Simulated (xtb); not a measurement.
xtb input (GFN1-xTB):

```bash
xtb mol.xyz --gfn 1 --sp --chrg -1 --uhf 0
```
mol.xyz:
```
7

Si    -0.42068554    -0.05904390     0.53337079
C     -2.13385605    -0.22310219     0.36944017
Cl     0.66877584    -1.55675386    -0.53117723
Cl     0.73970422     1.69393726    -0.18099865
H      0.10769728    -0.08683472     1.91887008
H     -2.75415953     0.29037943     1.10154202
H     -2.60496469    -0.37043492    -0.59725396
```

End of the output:

```
         :::::::::::::::::::::::::::::::::::::::::::::::::::::
         ::                     SUMMARY                     ::
         :::::::::::::::::::::::::::::::::::::::::::::::::::::
         :: total energy             -14.421626501925 Eh    ::
         :: gradient norm              0.043254711187 Eh/a0 ::
         :: HOMO-LUMO gap              5.039154953981 eV    ::
         ::.................................................::
         :: SCC energy               -14.503935998025 Eh    ::
         :: -> electrostatic           0.099192923354 Eh    ::
         :: repulsion energy           0.085132740147 Eh    ::
         :: dispersion energy         -0.002823244048 Eh    ::
         :: halogen bond corr.         0.000000000000 Eh    ::
         :: add. restraining           0.000000000000 Eh    ::
         :: total charge              -1.000000000000 e     ::
         :::::::::::::::::::::::::::::::::::::::::::::::::::::

           -------------------------------------------------
          |                Property Printout                |
           -------------------------------------------------

    * Orbital Energies and Occupations

         #    Occupation            Energy/Eh            Energy/eV
      -------------------------------------------------------------
         1        2.0000           -0.7191279             -19.5685
         2        2.0000           -0.7073259             -19.2473
         3        2.0000           -0.4159344             -11.3182
         4        2.0000           -0.3744815             -10.1902
         5        2.0000           -0.3266924              -8.8898
         6        2.0000           -0.3244019              -8.8274
         7        2.0000           -0.3177488              -8.6464
         8        2.0000           -0.3059698              -8.3259
         9        2.0000           -0.3047450              -8.2925
        10        2.0000           -0.2923946              -7.9565
        11        2.0000           -0.2876581              -7.8276
        12        2.0000           -0.2541796              -6.9166
        13        2.0000           -0.1729359              -4.7058 (HOMO)
        14                          0.0122496               0.3333 (LUMO)
        15                          0.0224840               0.6118
        16                          0.0722335               1.9656
Note: The following floating-point exceptions are signalling: IEEE_DENORMAL
normal termination of xtb
        17                          0.1006493               2.7388
        18                          0.1143967               3.1129
        19                          0.1310075               3.5649
        20                          0.1345785               3.6621
        21                          0.1430162               3.8917
        22                          0.1492388               4.0610
        23                          0.1506485               4.0994
        24                          0.1570965               4.2748
       ...                                ...                  ...
        37                          1.5217682              41.4094
      -------------------------------------------------------------
                  HL-Gap            0.1851855 Eh            5.0392 eV
             Fermi-level           -0.0803432 Eh           -2.1862 eV

  Mulliken/CM5 charges         n(s)   n(p)   n(d)
     1Si    0.22700  0.01801   1.129  1.746  0.899
     2C    -0.42088 -0.46676   0.997  3.424  0.000
     3Cl   -0.31725 -0.28357   1.912  5.412 -0.007
     4Cl   -0.39966 -0.37265   1.922  5.483 -0.005
     5H    -0.10144 -0.01853   1.101  0.000  0.000
     6H     0.00359  0.05941   0.996  0.000  0.000
     7H     0.00865  0.06407   0.991  0.000  0.000

Wiberg/Mayer (AO) data.
largest (>0.10) Wiberg bond orders for each atom

 ---------------------------------------------------------------------------
     #   Z sym  total        # sym  WBO       # sym  WBO       # sym  WBO
 ---------------------------------------------------------------------------
     1  14 Si   4.837 --     2 C    1.767     3 Cl   1.080     5 H    0.938
                             4 Cl   0.938
     2   6 C    3.743 --     1 Si   1.767     7 H    0.940     6 H    0.935
     3  17 Cl   1.140 --     1 Si   1.080
     4  17 Cl   1.017 --     1 Si   0.938
     5   1 H    0.992 --     1 Si   0.938
     6   1 H    1.005 --     2 C    0.935
     7   1 H    1.003 --     2 C    0.940
 ---------------------------------------------------------------------------

Topologies differ in total number of bonds
Writing topology from bond orders to xtbtopo.mol

 dipole moment from electron density (au)
     X       Y       Z
   0.6660   0.0664   0.0384  total (Debye):    1.704

           -------------------------------------------------
          | TOTAL ENERGY              -14.421626501925 Eh   |
          | GRADIENT NORM               0.043254711187 Eh/α |
          | HOMO-LUMO GAP               5.039154953981 eV   |
           -------------------------------------------------

------------------------------------------------------------------------
------------------------------------------------------------------------
 total:
 SCF:
```

It need not be the lowest isomer of its formula. Whether it binds its extra electron was not tested at this geometry.
